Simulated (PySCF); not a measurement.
C4H5Cl2F, SMILES C=C(CC(Cl)Cl)F. Atoms are numbered in the order given.

```xyz
12

C     -2.3949     0.1236    -0.8036
C     -1.4997    -0.5716    -0.1018
F     -1.7232    -0.8513     1.1940
C     -0.1972    -1.1211    -0.5919
C      1.0346    -0.2665    -0.3025
Cl     1.2672    -0.0062     1.4525
Cl     0.9504     1.2987    -1.1755
H     -2.2039     0.3554    -1.8517
H     -3.3120     0.4818    -0.3315
H     -0.0310    -2.1073    -0.1258
H     -0.2430    -1.2616    -1.6830
H      1.9437    -0.7648    -0.6634
```

The structure is a stationary point at r2SCAN-D4/def2-SVP. The structure was generated by enumeration, and PubChem lists no compound with its InChIKey, so it may never have been made. One conformer was computed; it need not be the lowest.

Level of theory: TDA-B3LYP/def2-SVPD run with PySCF.

Vertical excitations. Gas-phase values at a fixed geometry.

```
state  energy (eV)  λ (nm)      f                                                                   main pairs
-----  -----------  ------  -----  ---------------------------------------------------------------------------
S1            6.03     206  0.009                                             HOMO→LUMO 69 %, HOMO→LUMO+1 30 %
S2            6.65     186  0.071                           HOMO→LUMO+3 40 %, HOMO→LUMO+1 36 %, HOMO→LUMO 14 %
S3            6.71     185  0.006     HOMO−1→LUMO 37 %, HOMO−2→LUMO 37 %, HOMO−2→LUMO+1 9 %, HOMO−1→LUMO+1 7 %
S4            6.79     183  0.006                         HOMO→LUMO+2 36 %, HOMO−2→LUMO 34 %, HOMO−1→LUMO 20 %
S5            6.85     181  0.022                          HOMO→LUMO+2 59 %, HOMO−1→LUMO 26 %, HOMO−2→LUMO 9 %
S6            7.16     173  0.013  HOMO−1→LUMO+1 29 %, HOMO−2→LUMO+1 24 %, HOMO−3→LUMO 22 %, HOMO−3→LUMO+1 6 %
S7            7.19     172  0.007                     HOMO−3→LUMO 51 %, HOMO−1→LUMO+1 16 %, HOMO−3→LUMO+1 12 %
S8            7.25     171  0.014                                       HOMO−2→LUMO+1 49 %, HOMO−1→LUMO+1 38 %
S9            7.39     168  0.054         HOMO→LUMO+4 54 %, HOMO→LUMO+3 11 %, HOMO→LUMO+1 9 %, HOMO−4→LUMO 9 %
S10           7.47     166  0.013    HOMO−4→LUMO 53 %, HOMO−1→LUMO+2 19 %, HOMO→LUMO+4 10 %, HOMO−4→LUMO+1 9 %
T1            4.28     290      0                           HOMO→LUMO+1 44 %, HOMO→LUMO 40 %, HOMO→LUMO+3 11 %
T2            5.93     209      0                                             HOMO→LUMO 46 %, HOMO→LUMO+1 38 %
T3            6.09     204      0    HOMO−1→LUMO 42 %, HOMO−2→LUMO 20 %, HOMO−1→LUMO+1 17 %, HOMO−2→LUMO+1 8 %
T4            6.15     202      0                       HOMO−2→LUMO 45 %, HOMO−2→LUMO+1 16 %, HOMO−1→LUMO 16 %
```
Triplets are in the Tamm–Dancoff approximation.
